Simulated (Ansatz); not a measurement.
Gas-phase electronic energies from Ansatz, PBE0-D4/def2-TZVP geometries. CCSD(T)/CBS is the MP2 limit (def2-TZVPP, def2-QZVPP) plus CCSD(T) − MP2 in def2-TZVPP, frozen cores. DFT in def2-TZVPP. B3LYP here is the variant with VWN-RPA as its local correlation; programs differ in this. Each species was taken in one conformer, which may not be the lowest.

Reaction (redistribution): `C[SiH2][AlH][F]` + `O[SiH2]N[SiH](O)O` → `O[SiH2][AlH][F]` + `C[SiH](O)N[SiH2]O`

| level | ΔE (eV) |
| --- | --- |
| r2SCAN-D4 | 0.38 |
| B3LYP-D4 | 0.35 |
| HF/def2-TZVPP | 0.36 |
| SCS-MP2/def2-TZVPP | 0.37 |

(1) What does CCSD(T)/CBS give? (An estimate is asked.)

Largest T1 diagnostic among the species: 0.013.

## Answers

(1) Computed: +0.38 eV. The listed levels differ from it by 0.00, -0.03, -0.02, -0.01 eV.
